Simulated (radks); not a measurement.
Species: the niobium ion Nb4+. Configuration: [Kr] 4d1.

Method: Dirac Kohn-Sham, PBEsol, spin-unpolarised, spherical densities, finite nucleus; open shells fill j = l - 1/2 first; Fermi nuclear charge, rms radius 4.324 fm; computed with a radial shooting solver on a logarithmic mesh with Libxc functionals.

Energy parts (hartree):
total: -3814.93060
kinetic: 3948.83571
electron-nucleus: -9152.16497
Hartree: 1503.76976
exchange-correlation: -115.37110

Orbitals (lengths in bohr, moments of r in powers of bohr):
orbital  occ.  eigenvalue (hartree)      <r^4>
1s1/2       2             -692.1410  8.000e-06
2s1/2       2             -98.29951   0.001494
2p1/2       2             -90.37071  0.0009963
2p3/2       4             -86.85469   0.001109
3s1/2       2             -17.82374    0.07889
3p1/2       2             -14.83947    0.08259
3p3/2       4             -14.26908    0.09045
3d3/2       4              -8.99619    0.09801
3d5/2       6              -8.88986     0.1010
4s1/2       2              -3.79704      3.162
4p1/2       2              -2.94863      4.599
4p3/2       4              -2.86459      4.989
4d3/2       1              -1.59897      14.56
4d5/2       0              -1.58901      14.89

The highest occupied level is 4d3/2 at -43.510 eV. The density falls to 0.001 e/bohr^3 at r = 2.99 bohr.
